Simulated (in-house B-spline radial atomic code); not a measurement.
Results of a calculation; reference values are marked as such.
## Mg in electron gases of falling density

A nucleus sits in a uniform electron gas with a rigid positive background. The Kohn-Sham equations are solved self-consistently in the spin-unpolarised LDA (PW92), non-relativistic, on B-splines with outgoing waves at the boundary and partial waves to l = 8. The model has no lattice, no bands and no magnetic solution. Atomic units; δ_l are the phase shifts at the Fermi level, counted so that each bound state adds π, and good to about 0.0005.

```json
{"r_s (bohr)": "1.5", "k_F": "1.2794", "δ0/π": "1.828", "δ1/π": "1.063", "δ2/π": "0.143", "shallowest bound level (hartree)": "p -1.2", "σ_tr (bohr²)": "7.53", "Q (a.u.)": "0.682"}
{"r_s (bohr)": "1.65", "k_F": "1.1631", "δ0/π": "1.877", "δ1/π": "1.093", "δ2/π": "0.127", "shallowest bound level (hartree)": "p -1.25", "σ_tr (bohr²)": "6.97", "Q (a.u.)": "0.431"}
{"r_s (bohr)": "1.8", "k_F": "1.0662", "δ0/π": "1.922", "δ1/π": "1.117", "δ2/π": "0.113", "shallowest bound level (hartree)": "p -1.29", "σ_tr (bohr²)": "6.69", "Q (a.u.)": "0.292"}
{"r_s (bohr)": "2", "k_F": "0.9596", "δ0/π": "1.975", "δ1/π": "1.145", "δ2/π": "0.095", "shallowest bound level (hartree)": "p -1.33", "σ_tr (bohr²)": "6.93", "Q (a.u.)": "0.198"}
{"r_s (bohr)": "2.07", "k_F": "0.9271", "δ0/π": "1.992", "δ1/π": "1.153", "δ2/π": "0.090", "shallowest bound level (hartree)": "p -1.34", "σ_tr (bohr²)": "7.20", "Q (a.u.)": "0.180"}
{"r_s (bohr)": "2.2", "k_F": "0.8723", "δ0/π": "2.023", "δ1/π": "1.166", "δ2/π": "0.080", "shallowest bound level (hartree)": "p -1.36", "σ_tr (bohr²)": "7.94", "Q (a.u.)": "0.155"}
{"r_s (bohr)": "2.4", "k_F": "0.7996", "δ0/π": "2.066", "δ1/π": "1.183", "δ2/π": "0.066", "shallowest bound level (hartree)": "s -5.77e-07", "σ_tr (bohr²)": "9.71", "Q (a.u.)": "0.134"}
{"r_s (bohr)": "2.67", "k_F": "0.7188", "δ0/π": "2.118", "δ1/π": "1.200", "δ2/π": "0.050", "shallowest bound level (hartree)": "s -0.000967", "σ_tr (bohr²)": "13.15", "Q (a.u.)": "0.119"}
{"r_s (bohr)": "3", "k_F": "0.6397", "δ0/π": "2.175", "δ1/π": "1.213", "δ2/π": "0.034", "shallowest bound level (hartree)": "s -0.00365", "σ_tr (bohr²)": "18.86", "Q (a.u.)": "0.107"}
{"r_s (bohr)": "3.3", "k_F": "0.5816", "δ0/π": "2.222", "δ1/π": "1.220", "δ2/π": "0.023", "shallowest bound level (hartree)": "s -0.00681", "σ_tr (bohr²)": "25.52", "Q (a.u.)": "0.099"}
{"r_s (bohr)": "3.6", "k_F": "0.5331", "δ0/π": "2.265", "δ1/π": "1.222", "δ2/π": "0.014", "shallowest bound level (hartree)": "s -0.0104", "σ_tr (bohr²)": "33.78", "Q (a.u.)": "0.092"}
{"r_s (bohr)": "4", "k_F": "0.4798", "δ0/π": "2.317", "δ1/π": "1.221", "δ2/π": "0.005", "shallowest bound level (hartree)": "s -0.0157", "σ_tr (bohr²)": "47.78", "Q (a.u.)": "0.086"}
```

Q = n k_F σ_tr, with n = 3/(4π r_s³).

**Question.** How does the screening charge move between partial waves as the gas thins?

**Answer.** By (2/π)(2l + 1) δ_l, at r_s = 1.5 it is s 3.66, p 6.38, d 1.43, f and beyond 0.53, and at r_s = 4 s 4.63, p 7.33, d 0.05, f and beyond -0.01. The free atom is [Ne] 3s2.

**Question.** What end-to-end powers of r_s do the first and last rows give for σ_tr and Q?

**Answer.** σ_tr goes as r_s^+1.88 and Q as r_s^-2.12. Since n k_F/k_F² goes as r_s⁻², Q = 4π n Σ/k_F would fall as r_s⁻² at fixed phase shifts; the sum Σ (l + 1) sin²(δ_l − δ_(l+1)) is 0.982 in the first row and 0.875 in the last, and ranges from 0.48 to 0.98 between them, so these powers are no law.
